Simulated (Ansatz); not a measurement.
Reaction (redistribution): `NB[SeH]` + `[Cl][K]` → `ClB[SeH]` + `[NH2][K]`

Calculated with Ansatz (gas phase, PBE0-D4/def2-TZVP geometries, no zero-point term in ΔE). CBS: MP2 limit from def2 TZ/QZ plus the TZ coupled-cluster correction, frozen cores. DFT in def2-TZVPP. B3LYP here is the variant with VWN-RPA as its local correlation; programs differ in this. HSE06 is defined as in plane-wave codes. For K, Se outer-core shells are correlated without core-valence functions, which leaves a few kJ/mol of doubt a bond. Scalar relativity is left out up to krypton. Each species was taken in one conformer, which may not be the lowest.

```tsv
level	ΔE (kJ/mol)	difference from CCSD(T)/CBS
PBE-D4	258.0	-10.1
revPBE-D4	255.6	-12.5
BLYP-D4	258.6	-9.5
r2SCAN-D4	273.6	5.5
B97M-V	273.4	5.3
PBE0-D4	275.2	7.1
B3LYP-D4	273.4	5.3
r2SCANh-D4	278.0	9.9
r2SCAN0-D4	284.2	16.1
HSE06-D4	275.2	7.1
BHLYP-D4	291.1	23.0
CAM-B3LYP-D4	281.5	13.4
ωB97X-V	278.3	10.2
ωB97M-V	275.7	7.6
PBE-QIDH	280.0	11.9
PBE	258.7	-9.4
revPBE	256.7	-11.4
BLYP	260.1	-8.0
r2SCAN	273.7	5.6
PBE0	275.8	7.7
B3LYP	274.6	6.5
r2SCANh	278.1	10.0
HSE06	275.8	7.7
CAM-B3LYP	282.1	14.0
LC-ωPBE	283.5	15.4
RPA@PBE/def2-TZVPP	256.8	-11.3
HF/def2-SVP	326.9	58.8
MP2/def2-SVP	281.9	13.8
CCSD/def2-SVP	283.9	15.8
CCSD(T)/def2-SVP	278.3	10.2
HF/def2-TZVPP	312.8	44.7
MP2/def2-TZVPP	266.9	-1.2
SCS-MP2/def2-TZVPP	269.2	1.1
CCSD/def2-TZVPP	275.8	7.7
CCSD(T)/def2-TZVPP	268.9	0.8
MP2/def2-QZVPP	265.7	-2.4
SCS-MP2/def2-QZVPP	268.7	0.6
HF/CBS(def2)	310.4	42.3
MP2/CBS(def2)	266.1	-2.0
CCSD/CBS(def2)	275.1	7.0
CCSD(T)/CBS	268.1	0
```

Largest T1 diagnostic among the species: 0.012.

Leaving LDA and LC-ωPBE aside and taking each functional with its dispersion term where it has one, the values spread over 35.5 kJ/mol, from revPBE-D4 to BHLYP-D4. LDA lies +6.3 kJ/mol from PBE without D4. From PBE to PBE0 (25 % exact exchange), in def2-TZVPP and without D4, ΔE moves by +17.1 kJ/mol.
